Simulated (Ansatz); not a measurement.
AlH$_{5}$SeO, singlet: at the start structure of a reaction step.

The input file, in.yaml:

```yaml
crystal:
  periodic: [false, false, false]
  atoms:
    - {symbol: Al, position_ang: [-0.351333, 0.865753, -0.516016]}
    - {symbol: O, position_ang: [1.232883, 0.446871, -1.031032]}
    - {symbol: H, position_ang: [-1.591503, 0.371088, -1.388064]}
    - {symbol: H, position_ang: [-0.442806, 2.126008, 0.446207]}
    - {symbol: H, position_ang: [-0.258629, -2.100715, 0.766375]}
    - {symbol: Se, position_ang: [-0.667784, -0.910814, 1.523698]}
    - {symbol: H, position_ang: [1.373863, -0.104672, -1.798130]}
    - {symbol: H, position_ang: [0.705410, -0.693619, 1.996960]}
basis:
  gaussian: {orbitals: def2-TZVPP}
correlation: {method: ccsd_t}
```

Run by:

```bash
ansatz run in.yaml --threads 4 --pin off --events-out ev --progress --plain --max-ram 9574MiB
```

The run's output (Ansatz 0.2.0):

```
Functional definition: HF
  name "HF"
  cite "Fock, Z. Phys. 61, 126 (1930) doi:10.1007/BF01340294"
  parent pbe
  exchange = exact_x
  correlation = 0
1150 factors; integrals over basis functions are off by at most 1.3e-3 eV
mean field evaluation 1: about -74000.9412 eV, gradient 4.1e1 eV
mean field evaluation 2: about -74001.0867 eV, gradient 4.2e1 eV
mean field evaluation 4: about -74004.7074 eV, gradient 3.0e0 eV
mean field evaluation 8: about -74004.7642 eV, gradient 1.8e-1 eV
mean field evaluation 16: about -74003.1727 eV, gradient 2.9e1 eV
mean field -74004.76444707 eV, -2719.6249311987 hartree, gradient 6.5e-6 eV, S^2 0.000000; 0 other end points of the search recorded, 0 dependent functions left out
15 core orbitals not correlated: weight in the atoms' cores, before any rotation towards them, 1.000 or more for the frozen orbitals, at most 0.000 for the correlated occupied ones
reference -74004.76444707 eV, -2719.6249311987 hartree; 15, 15 occupied and 161, 161 virtual orbitals, 1150 factors
second order -17.05536699 eV of doubles, -0.00000000 eV of singles
cycle   1  -17.32943466 eV  change   -2.7e-1 eV  update   8.9e-2
cycle   2  -17.80038028 eV  change   -4.7e-1 eV  update   2.7e-2
cycle   3  -17.87951082 eV  change   -7.9e-2 eV  update   1.3e-2
cycle   4  -17.86833124 eV  change    1.1e-2 eV  update   3.1e-3
cycle   5  -17.86854539 eV  change   -2.1e-4 eV  update   1.4e-3
cycle   6  -17.86870979 eV  change   -1.6e-4 eV  update   3.7e-4
cycle   7  -17.86845920 eV  change    2.5e-4 eV  update   1.6e-4
cycle   8  -17.86844724 eV  change    1.2e-5 eV  update   4.8e-5
cycle   9  -17.86846786 eV  change   -2.1e-5 eV  update   1.8e-5
perturbative correction -0.57624316 eV, -0.0211765455 hartree
Total energy: -74023.20915809 eV, -2720.3027618265 hartree
```

The lines “mean field evaluation” count trial sets of orbitals through the whole run, from several starts and some on an approximate energy, so they need not fall steadily or lie above the final value.

Time: 15 s of wall clock on 4 CPU threads of an Intel Xeon 6975P-C; the host was shared. Peak host memory: 2.2 GiB.
